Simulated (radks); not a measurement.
The numbers below are computed, except where a source is named.
Task: These are the eigenvalues of the occupied orbitals of an atom or ion with whole-number occupations (eV). Code: a radial shooting solver on a logarithmic mesh with Libxc functionals. Model: scalar-relativistic Kohn-Sham, PBE, spin-polarised, spherical densities, point nucleus.

1s down: -55537.00
1s up: -55536.99
2s up: -9321.160
2s down: -9320.958
2p up: -8260.994
2p down: -8260.841
3s up: -2115.487
3s down: -2112.572
3p up: -1791.612
3p down: -1788.697
3d up: -1380.459
3d down: -1378.180
4s up: -451.5366
4s down: -445.3366
4p up: -344.3540
4p down: -338.2695
4d up: -199.5584
4d down: -193.5752
5s up: -77.9831
5s down: -74.1639
5p up: -50.8764
5p down: -47.4028
4f up: -40.4415
4f down: -34.7031
5d up: -19.3001

Which element is it, and in what charge state? The configuration may be excited. Open shells, if any, are filled with parallel spins first.

Result: Z = 67, holmium, charge +2: Ho2+ in [Xe] 4f8 5d3. The list shows which subshells hold electrons but not how many an open one holds; the 1s level, -2040.9 hartree, gives Z - s = 63.9 by -(Z - s)^2/2, which with screening and relativity narrows Z to a few neighbours, and the depths of the outer levels then fix element, charge and occupations together.
